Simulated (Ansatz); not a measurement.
Reaction: BH2I (iodoborane, SMILES IB) → BHI (SMILES I[BH], doublet) + H (doublet) (the B-H bond breaks)
Each species at its own B3LYP-D3(BJ)/def2-TZVP minimum (Ansatz, a program for electronic structure).

Total energies in hartree (Ansatz). Open shells are spin-unrestricted; no spin-orbit coupling. Cores are frozen in correlated methods (noble-gas shells, and filled d and f shells in the p block). Past Kr the def2 sets carry scalar-relativistic core potentials. Where a partner has so few electrons that a lower coupled-cluster level is exact, that level stands in. Spin-orbit terms, left out, reach several kcal/mol for Br and I, and more for heavier atoms.

| species | HF/def2-TZVPP | CCSD(T)/def2-TZVPP | HF/def2-QZVPP | CCSD(T)/def2-QZVPP | CCSDT(Q)/def2-TZVPP |
|---|---|---|---|---|---|
| 1: BH2I (iodoborane, SMILES BI) | -322.52288 | -322.80503 | -322.52537 | -322.83255 | -322.80645 |
| 2: BHI (SMILES [BH]I, doublet) | -321.88415 | -322.13382 | -321.88643 | -322.16009 | -322.13551 |
| 3: H (doublet) | -0.49981 | -0.49981 | -0.49998 | -0.49998 | -0.49981 |

**Question.** Work out the bond dissociation energy (electronic) in kJ/mol: take Hartree-Fock from def2-QZVPP, extrapolate the CCSD(T) correlation energy as X^-3 (X = 3, 4), and add CCSDT(Q) - CCSD(T) in def2-TZVPP. 1 hartree = 2625.5 kJ/mol.

**Answer.** 
Species 1: correlation (64·(-0.30718) - 27·(-0.28215))/37 = -0.32545; step -0.00142; E1 = -322.52537 + (-0.32545) + (-0.00142) = -322.85224
Species 2: correlation (64·(-0.27366) - 27·(-0.24967))/37 = -0.29117; step -0.00169; E2 = -321.88643 + (-0.29117) + (-0.00169) = -322.17929
Species 3: correlation (64·(0.00000) - 27·(0.00000))/37 = 0.00000; step +0.00000; E3 = -0.49998 + (0.00000) + (+0.00000) = -0.49998
-1·E1 +1·E2 +1·E3 = 0.17297 hartree = 454.1 kJ/mol.
